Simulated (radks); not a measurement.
Results of a calculation; reference values are marked as such.
Species: the palladium ion Pd35+. Configuration: [He] 2s2 2p5 3s1 3d1 (not the ground configuration). Level of theory: Dirac Kohn-Sham, LDA (Slater exchange, Perdew-Wang correlation), spin-unpolarised, spherical densities, finite nucleus; open shells fill j = l - 1/2 first; Fermi nuclear charge, rms radius 4.5318 fm (a radial shooting solver on a logarithmic mesh with Libxc functionals). Some entries of the table are withheld. Estimate them.

| orbital | occ. | eigenvalue (Ry) | r(max) (bohr) | <r^2> (bohr^2) |
|---|---|---|---|---|
| 1s1/2 | 2 | -1936.880 | 0.02067 | 0.001370 |
| 2s1/2 | 2 | -408.2071 | 0.1155 | 0.02139 |
| 2p1/2 | 2 | -392.8301 | 0.08896 | 0.01582 |
| 2p3/2 | 3 | -380.4163 | 0.09297 | 0.01702 |
| 3s1/2 | 1 | (1) | 0.3091 | 0.1200 |
| 3p1/2 | 0 | (2) | 0.2907 | 0.1097 |
| 3p3/2 | 0 | (3) | 0.2979 | 0.1145 |
| 3d3/2 | 1 | -148.4369 | 0.2322 | 0.08607 |
| 3d5/2 | 0 | -147.6598 | 0.2342 | 0.08733 |
| 4s1/2 | 0 | -87.92628 | 0.6083 | 0.4054 |
| 4d3/2 | 0 | -81.50811 | 0.5640 | 0.3607 |
| 4d5/2 | 0 | -81.18610 | 0.5668 | 0.3640 |
| 4f5/2 | 0 | -79.40738 | 0.4367 | 0.2702 |
| 4f7/2 | 0 | -79.27990 | 0.4378 | 0.2715 |

Answer. 
(1) 3s1/2 eigenvalue (Ry): -164.4769
(2) 3p1/2 eigenvalue (Ry): -159.1167
(3) 3p3/2 eigenvalue (Ry): -155.9394
